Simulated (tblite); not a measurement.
Compound: C₇H₁₅P.
SMILES with atom numbers: `[CH3:1][CH2:2]/[CH:3]=[P:4]/[CH2:5][CH2:6][CH2:7][CH3:8]` (hydrogens: H9, H10, H11 on C1; H12, H13 on C2; H14 on C3; H15, H16 on C5; H17, H18 on C6; H19, H20 on C7; H21, H22, H23 on C8)

The geometry is computed with GFN2-xTB (gas phase).

Question: Give the optimised bond lengths and angles.

Answer: 
```csv
bond,length (Å),order
C1–C2,1.530,single
C2–C3,1.491,single
C3=P4,1.672,double
P4–C5,1.871,single
C5–C6,1.527,single
C6–C7,1.526,single
C7–C8,1.524,single
"C1–H9, C1–H10, C1–H11",1.088,single
"C2–H12, C2–H13",1.093,single
C3–H14,1.084,single
"C5–H15, C5–H16",1.093,single
"C6–H17, C6–H18",1.093,single
"C7–H19, C7–H20",1.093,single
"C8–H21, C8–H22, C8–H23",1.088,single
```

Bonds in one row agree within 0.01 Å and their mean is given. Orders are formal, as drawn. A selection of angles:
```csv
angle,degrees
C1–C2–C3,110.9
C2–C3–P4,123.0
C3–P4–C5,100.7
P4–C5–C6,111.0
C5–C6–C7,112.0
C6–C7–C8,111.5
```

Torsions: C1–C2–C3–P4 -115° (anticlinal); C2–C3–P4–C5 179° (antiperiplanar); C3–P4–C5–C6 93° (anticlinal); P4–C5–C6–C7 178° (antiperiplanar); C5–C6–C7–C8 180° (antiperiplanar). The mirror-image conformer, all signs reversed, is as good.

Of the pairs four or more bonds apart, H14···H15 is among the closest relative to their van der Waals radii: 2.34 Å, 97 % of the sum of Bondi's values. P4 (phosphorus bonded to 2 C) is bent (angle 100.7°). The 5 C–C bonds span 1.491 Å (C2–C3, drawn single) to 1.530 Å (C1–C2, drawn single), a spread of 0.039 Å. The 2 C–P bonds span 1.672 Å (C3=P4, drawn double) to 1.871 Å (P4–C5, drawn single), a spread of 0.199 Å.

Point group: C1 (no symmetry element, even within 0.4 Å). Its lowest GFN2-xTB frequency is 14 cm⁻¹, too small to tell a flat minimum from a shallow saddle. The numbers are those of one conformer. 3 starts were optimised and ended at 0.00, 0.59 and 1.12 kcal/mol (GFN2-xTB); the lowest of these is shown.
